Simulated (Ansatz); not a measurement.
Results of the Gaussian-basis code of Ansatz.

BFH4OSSi, SMILES `FB(S)O[SiH3]` at its PBE0-D4/def2-TZVP geometry, where that method's forces vanish. Charge 0, multiplicity 1.

```tsv
atom	x (Å)	y (Å)	z (Å)
F1	-1.438	1.828	0.930
B2	-0.873	0.690	0.543
S3	-1.688	-0.890	0.932
O4	0.289	0.749	-0.126
Si5	1.373	-0.295	-0.811
H6	-2.729	-0.326	1.564
H7	1.463	0.026	-2.254
H8	0.919	-1.696	-0.624
H9	2.683	-0.087	-0.153
```

Task: For each bond, give half the difference of the two atoms' forces along it (eV/Å; positive pushes the atoms apart) under PBE-D4, r2SCAN-D4, B3LYP-D4, ωB97M-V in def2-TZVPP. (Estimate.)

Result: The calculation gave: 
| bond | length (Å) | PBE-D4 | r2SCAN-D4 | B3LYP-D4 | ωB97M-V |
| --- | --- | --- | --- | --- | --- |
| F1–B2 | 1.328 | 0.44 | 0.10 | 0.15 | 0.15 |
| B2–S3 | 1.819 | -0.08 | -0.02 | 0.07 | -0.02 |
| B2–O4 | 1.343 | 0.22 | 0.13 | -0.01 | 0.07 |
| S3–H6 | 1.342 | 0.26 | 0.01 | -0.03 | -0.10 |
| O4–Si5 | 1.653 | 0.16 | -0.04 | 0.11 | 0.12 |
| Si5–H7 | 1.481 | 0.04 | -0.02 | -0.09 | -0.14 |
| Si5–H8 | 1.485 | 0.02 | -0.02 | -0.07 | -0.12 |
| Si5–H9 | 1.481 | 0.04 | -0.03 | -0.10 | -0.14 |

B3LYP here is the variant with VWN-RPA as its local correlation; programs differ in this.
